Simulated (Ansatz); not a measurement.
Ge2H6O (`[OH][GeH2][GeH3]`), 9 atoms. The species carries charge 0 and has multiplicity 1. Correlated methods include outer-core shells of Ge, which these sets cover unevenly. Scalar relativity is left out up to krypton. All runs use 4 threads of a server CPU on a shared host. Correlated methods freeze the cores.

(1) Give the basis size and wall time and peak host memory of each of these runs in Ansatz. RKS BHLYP-D4/def2-TZVPP energy; RKS PBE0-D4/def2-TZVP relaxation (10 steps); direct RPA on PBE orbitals/def2-TZVPP energy; RKS PBE0-D4/def2-QZVPP energy; RKS ωB97M-V/def2-SVP energy; RKS PBE0-D4/def2-SVP energy; RHF-CCSD(T)/def2-SVP energy; RHF-MP2/def2-QZVPP energy; RHF-CCSD(T)/def2-TZVPP energy; RKS PBE-QIDH (frozen core)/def2-TZVPP energy; RKS r2SCANh-D4/def2-TZVPP energy; RKS ωB97M-V/def2-QZVPP energy. (Best estimate.)

## Answers

(1) The calculation gave: Other jobs shared the machine, so times are rough.

| level | job | functions | wall time | peak host memory (GiB) |
| --- | --- | --- | --- | --- |
| RKS PBE0-D4/def2-SVP | energy | 108 | 1.4 s | 0.24 |
| RKS BHLYP-D4/def2-TZVPP | energy | 211 | 3.1 s | 0.65 |
| direct RPA on PBE orbitals/def2-TZVPP | energy | 211 | 4.5 s | 0.47 |
| RKS r2SCANh-D4/def2-TZVPP | energy | 211 | 4.8 s | 0.63 |
| RKS PBE-QIDH (frozen core)/def2-TZVPP | energy | 211 | 5 s | 0.51 |
| RKS ωB97M-V/def2-SVP | energy | 108 | 5.5 s | 0.36 |
| RHF-CCSD(T)/def2-SVP | energy | 108 | 7 s | 0.49 |
| RKS PBE0-D4/def2-QZVPP | energy | 415 | 9 s | 1.6 |
| RKS ωB97M-V/def2-QZVPP | energy | 415 | 20 s | 1.9 |
| RHF-MP2/def2-QZVPP | energy | 415 | 21 s | 2.1 |
| RKS PBE0-D4/def2-TZVP | relaxation (10 steps) | 163 | 31 s | 0.45 |
| RHF-CCSD(T)/def2-TZVPP | energy | 211 | 2.1 min | 3 |
